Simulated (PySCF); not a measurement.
**Two-component Hartree-Fock for Zn(3+) (zinc, charge +3)**

Start: [Ar] 3d9; 3d3/2 filled at m_j = -3/2, -1/2, +1/2, +3/2; 3d5/2 filled at m_j = -3/2, -1/2, +1/2, +3/2, +5/2. Calculated with PySCF 2.14 in x2c-TZVPall-2c: generalised Hartree-Fock with the X2C-1e Hamiltonian and a Gaussian nucleus; one run each with spin-orbit coupling (SO) switched off, then screened by Boettger's factors. This is a chosen level, not necessarily the ground level.

```
spinor shell  electrons  ε, spin-free (eV)  ε, screened SO (eV)  weight of nominal j (screened SO)  rms radius, screened SO (bohr)
       1s1/2          2            -9772.6              -9772.4                              1.000                          0.0580
       2s1/2          2            -1276.6              -1276.5                              1.000                           0.244
       2p1/2          2            -1107.9              -1124.7                              0.999                           0.217
       2p3/2          4            -1107.9              -1099.8                              1.000                           0.220
       3s1/2          2            -199.69              -199.67                              1.000                           0.727
       3p1/2          2            -147.14              -150.63                              0.951                           0.759
       3p3/2          4            -147.14              -145.42                              0.976                           0.770
       3d3/2          4            -62.798              -63.530                              0.831                           0.906
       3d5/2          5            -62.798              -62.222                              0.865                           0.916
```

```json
{"quantity": "E (hartree)", "spin-free": "-1791.95705", "screened SO": "-1792.01344"}
{"quantity": "M_J", "spin-free": "5/2", "screened SO": "5/2"}
{"quantity": "⟨J²⟩", "spin-free": "8.753", "screened SO": "8.753"}
{"quantity": "⟨L²⟩", "spin-free": "6.002", "screened SO": "6.004"}
{"quantity": "⟨S²⟩", "spin-free": "0.751", "screened SO": "0.752"}
```

Each row is a mean over spinors that exchange with the open shell spreads, by up to 8.040 eV (3p3/2).

Rows whose weight is well below 1 are mixtures of j = l ± 1/2: exchange outweighs spin-orbit coupling there, and the label is only the starting occupation.

Without spin-orbit coupling the j labels of p, d and f shells carry no meaning; the spin-free column gives the mean over the occupied spinors of each nl shell.
